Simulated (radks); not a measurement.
Values are calculated unless marked as measured or tabulated.
Question: Spherical quantum dot in the effective-mass picture: electrons in a parabolic well V = omega^2 r^2 / 2 with omega = 0.181, with a point charge +1 (a donor) at the centre, all in effective atomic units (hartree* = m*/eps^2 hartree, bohr* = eps/m* bohr), one dielectric constant everywhere. Level of theory: non-relativistic Kohn-Sham, exchange-only LDA, spin-polarised, spherical densities (a radial shooting solver with Libxc functionals). Levels are named by radial order and angular momentum (1s, 1p, 1d, 2s, ...), and open shells are averaged over m. At N = 33 the configuration is 1s2 1p6 1d10 2s2 1f(up 7, down 6). Does electron 34 go into 2p up or 2p down or 1f down?

Answer: Into 1f down. The total energies of the other choices lie higher by 0.0168 hartree* (2p up), 0.0185 hartree* (2p down).
